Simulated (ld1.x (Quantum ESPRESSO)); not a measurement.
What one change does to a pseudopotential (O (Z = 8), TM)

| Quantity | Value |
| --- | --- |
| Element | oxygen (O) |
| Generator | ld1.x (Quantum ESPRESSO) 7.5 |
| Type | norm-conserving Troullier–Martins (Kleinman–Bylander form) |
| Functional | PBE |
| Relativity | scalar-relativistic |
| Frozen core | [He] |
| Valence charge | 6 |
| Reference configuration | 2s2 2p3 (charge +1) |
| Partial waves | 2s (bound): rc 0.85 bohr; 2p (bound): rc 1.45 bohr; 3d channel at 0.25 Ry: rc 1.20 bohr |
| Local potential | the d channel |
| Core correction | Bessel-smoothed model core, default radius (core density twice the valence density) |

All-electron outer shells of the reference configuration (PBE, scalar-relativistic, ld1.x):

```csv
shell,level (eV),outermost node (bohr),outermost maximum (bohr)
2s,-39.66,0.28,0.86
2p,-24.45,–,0.79
```

Change: all radii but the core radius scaled by about 0.87 (s 0.74, p 1.26, d 1.04 bohr).

Cutoffs: the cutoffs (Ry, on a coarse ladder) from which the occupation-weighted sum of valence levels, in a spherical-Bessel basis at the reference potential, stays within 10 and 1 mRy of its value at 400 Ry; they do not see the model core or the augmentation charge, which bear on the density cutoff. Errors are all-electron minus pseudo energies relative to the spin-unpolarised reference configuration.

Problem. What does the change do?

Solution. The potential gets harder (80 Ry and 180 Ry → 90 Ry and 200 Ry); of the 7 tests that both files solve, the error grows in 0 and shrinks in 7 by more than 15 % and 0.3 meV (median size 70.8 → 39.5 meV); neither file shows a bound ghost. A smaller radius makes the pseudo-wave follow the all-electron one further in, where it bends more sharply, so more plane waves are needed. Less of the atom is replaced, so other configurations are described better.

| quantity | base | changed |
| --- | --- | --- |
| cutoff, loose | 80 Ry | 90 Ry |
| cutoff, tight | 180 Ry | 200 Ry |
| loose cutoff by channel (10 mRy a level) | s 70 Ry, p 55 Ry | s 70 Ry, p 70 Ry |
| bound ghosts | none | none |
| error for 2s2 2p4, meV [ΔE -16.43 eV] | +14 | +7.4 |
| error for 2s2 2p2, meV [ΔE 33.59 eV] | +64 | +33 |
| error for 2s2 2p1, meV [ΔE 87.46 eV] | +458 | +250 |
| error for 2s1 2p5, meV [ΔE -1.48 eV] | +71 | +40 |
| error for 2s2 2p0, meV [ΔE 164.36 eV] | +1653 | +946 |
| error for 2s2 2p4.3, meV [ΔE -18.55 eV] | +17 | +8.9 |
| error for 2s0 2p6, meV [ΔE 13.51 eV] | +149 | +92 |
